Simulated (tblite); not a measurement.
C6H7O3 (doublet state).
Geometry (GFN2-xTB, Å), atoms numbered from 1 in this order:
```xyz
16
C6H7O3 angstrom
O     -1.961   -0.381   -2.175
C     -1.353   -0.106   -1.161
C      0.076   -0.109   -1.011
C      0.658   -0.157    0.221
C      2.148   -0.156    0.467
O      2.911    0.106   -0.673
O     -0.056   -0.295    1.349
C     -1.383   -0.195    1.307
C     -2.096    0.315    0.126
H      0.688   -0.176   -1.894
H      2.461   -1.146    0.816
H      2.366    0.565    1.271
H      2.657    0.960   -1.041
H     -1.874   -0.599    2.175
H     -2.122    1.417    0.109
H     -3.129   -0.033    0.104
```

Computed values, GFN2-xTB/tblite, gas phase, harmonic and unscaled. The method is semi-empirical: single wavenumbers can be off by several per cent or more. One conformer, not necessarily the lowest. Open shells enter through the occupations alone, without spin polarisation, and single modes of such species can be off by tens of per cent.

Harmonic wavenumbers (cm⁻¹): 50.6, 81.6, 141.2, 175.7, 258.0, 344.1, 390.4, 434.1, 443.0, 478.5, 505.9, 532.9, 575.5, 681.0, 791.5, 863.9, 918.3, 938.1, 942.0, 1004.6, 1094.2, 1109.8, 1144.7, 1152.9, 1158.8, 1198.3, 1259.9, 1271.3, 1305.2, 1335.6, 1343.3, 1429.1, 1445.4, 1564.8, 1711.8, 2816.2, 2845.7, 2946.7, 2999.9, 3119.0, 3121.1, 3537.0.

A = 2875, B = 1238, C = 895.7 MHz; mass 127.040 u (most abundant isotopes); point group C1, symmetry number 1; spin multiplicity 2.

Question: What is the zero-point energy?

Answer: ½Σν̃ = 25731 cm⁻¹ = 73.57 kcal/mol.

Question: Give the ideal-gas entropy at 200 K and 1 bar in the rigid-rotor, harmonic-oscillator model (classical rotation).

Answer: Translation 38.47, rotation 27.81, vibration 14.82, spin (R ln 2) 1.38: S = 82.5 cal/(mol K).

Question: And Cp and H(200 K) − H(0)?

Answer: Cp = 25.25 cal/(mol K), of which vibrations give 17.30 (their classical limit is 42 R = 83.5); H(200 K) − H(0) = 3.24 kcal/mol without the zero-point energy, 1.65 from vibrations.

Question: Which modes carry the vibrational entropy at 200 K?

Answer: 50.6 cm⁻¹: 4.01; 81.6 cm⁻¹: 3.07; 141.2 cm⁻¹: 2.04; 175.7 cm⁻¹: 1.65; 258.0 cm⁻¹: 1.02; 344.1 cm⁻¹: 0.63 cal/(mol K); the other 36 give 2.40 together.

Question: What must be added to the electronic energy to get the Gibbs energy at 200 K and 1 bar?

Answer: ZPE + [H(200 K) − H(0)] − T·S = 73.57 + 3.24 − 16.50 = 60.31 kcal/mol.

Hindered rotation and anharmonicity are outside this model. Other conformers, if any are populated, would add a mixing term that is left out. The structure is chiral; the term R ln 2 for an equal mix with its mirror image is left out.
